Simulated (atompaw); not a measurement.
**Plane-wave convergence, PAW (atompaw) potential for K**

potassium, PAW, made with atompaw 4.2.0.5 (PBE, scalar-relativistic). Core [Ne], reference 3s2 3p6 4s1 4p0. Waves: 3s (bound): rc 1.75 bohr; 4s (bound): rc 2.10 bohr; 3p (bound): rc 2.15 bohr; 4p (bound, empty): rc 2.45 bohr; 3d channel at -0.1 Ry: rc 2.45 bohr; 3d channel at 0.9 Ry: rc 2.45 bohr. Local part: bessel scheme, radius 1.70 bohr. Core correction: smooth core density matched at 2.05 bohr. Augmentation charge: sinc compensation charge, radius 2.00 bohr; PAW radius 2.45 bohr; waves and projectors: custom polynom2 7 10 vanderbiltortho.

The pseudo-atom Hamiltonian at the reference potential is diagonalised in spherical Bessel functions j_l(qr) that vanish at 20 bohr, with q² up to the cutoff. All-electron valence levels (Ry): 3s -2.5977, 4s -0.1704, 3p -1.3828, 4p -0.0591.

How do the lowest levels (Ry) of each channel move with the cutoff, and are there ghosts?

```csv
cutoff (Ry),s #1,s #2,p #1,p #2,p #3,d #1,d #2,f #1,Σ f·Δε (mRy)
8,-2.5510,-0.1699,-1.2357,-0.0576,0.0513,0.0139,0.0866,0.0843,976.1
10,-2.5827,-0.1704,-1.3469,-0.0581,0.0509,0.0138,0.0863,0.0843,245.3
12,-2.5934,-0.1704,-1.3751,-0.0585,0.0506,0.0135,0.0854,0.0843,54.8
18,-2.5976,-0.1704,-1.3827,-0.0587,0.0503,0.0128,0.0835,0.0843,0.8
21,-2.5976,-0.1704,-1.3827,-0.0587,0.0503,0.0127,0.0834,0.0843,0.6
25,-2.5976,-0.1704,-1.3827,-0.0588,0.0503,0.0127,0.0834,0.0843,0.3
400,-2.5977,-0.1704,-1.3828,-0.0588,0.0503,0.0126,0.0832,0.0843,0.0
```

Result: no extra level below or beside the all-electron valence levels (s, p, d, f tested); 10 mRy is reached at 15 Ry and 1 mRy at 18 Ry.
